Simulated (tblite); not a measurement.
Compound: C4H5F2NO.
Structure used (GFN2-xTB), in Å, numbered top down from 1:
```
atom  x, y, z in Å
C1    -1.914   -1.296   -0.051
N2    -0.853   -0.646   -0.258
C3    -0.748    0.660    0.170
C4     0.332    1.425   -0.010
O5     1.519    1.144   -0.615
C6     1.764   -0.106   -1.098
F7     2.810   -0.004   -1.934
F8     2.156   -0.939   -0.107
H9    -2.795   -0.888    0.453
H10   -1.957   -2.318   -0.392
H11   -1.592    1.102    0.702
H12    0.355    2.443    0.351
H13    0.917   -0.576   -1.621
```

Computed with GFN2-xTB (tblite): harmonic, unscaled wavenumbers at the GFN2-xTB geometry, gas phase. The method is semi-empirical: single wavenumbers can be off by several per cent or more. One conformer, not necessarily the lowest.

Harmonic wavenumbers (cm⁻¹): 39.3, 81.7, 127.3, 147.5, 235.3, 369.6, 396.4, 446.8, 503.7, 591.9, 669.9, 771.8, 843.5, 880.1, 954.8, 984.2, 1005.2, 1044.9, 1075.0, 1118.4, 1198.9, 1227.7, 1266.5, 1284.3, 1326.2, 1411.3, 1655.7, 1700.9, 2898.1, 2901.5, 2941.0, 3093.4, 3098.5.

A = 3770, B = 1328, C = 1108 MHz; mass 121.034 u (most abundant isotopes); point group C1, symmetry number 1.

Problem. What is the zero-point energy?

Solution. Half the sum of the wavenumbers: 19146 cm⁻¹ = 54.74 kcal/mol.

Problem. Entropy at 400 K, 1 bar (ideal gas, RRHO, classical rotation)?

Solution. Translation 41.77, rotation 29.33, vibration 29.73: S = 100.8 cal/(mol K).

Problem. And Cp and H(400 K) − H(0)?

Solution. Cp = 37.00 cal/(mol K), of which vibrations give 29.05 (their classical limit is 33 R = 65.6); H(400 K) − H(0) = 9.17 kcal/mol without the zero-point energy, 5.99 from vibrations.

Problem. Which modes carry the vibrational entropy at 400 K?

Solution. 39.3 cm⁻¹: 5.88; 81.7 cm⁻¹: 4.43; 127.3 cm⁻¹: 3.56; 147.5 cm⁻¹: 3.27; 235.3 cm⁻¹: 2.38; 369.6 cm⁻¹: 1.56 cal/(mol K); the other 27 give 8.66 together.

Problem. Blend soft modes into free rotors: weight 1/[1 + (100 cm⁻¹/ν̃)⁴] for the oscillator and the rest for a rotor with moment μB/(μ + B), μ = h/(8π²ν), B = 10⁻⁴⁴ kg m². What vibrational entropy results?

Solution. 26.96 cal/(mol K) in place of 29.73, which changes −T·S at 400 K by +1.11 kcal/mol.

Problem. What must be added to the electronic energy to get the Gibbs energy at 400 K and 1 bar?

Solution. ZPE + [H(400 K) − H(0)] − T·S = 54.74 + 9.17 − 40.33 = 23.58 kcal/mol.

Hindered rotation and anharmonicity are outside this model. Other conformers, if any are populated, would add a mixing term that is left out. The structure is chiral; the term R ln 2 for an equal mix with its mirror image is left out.
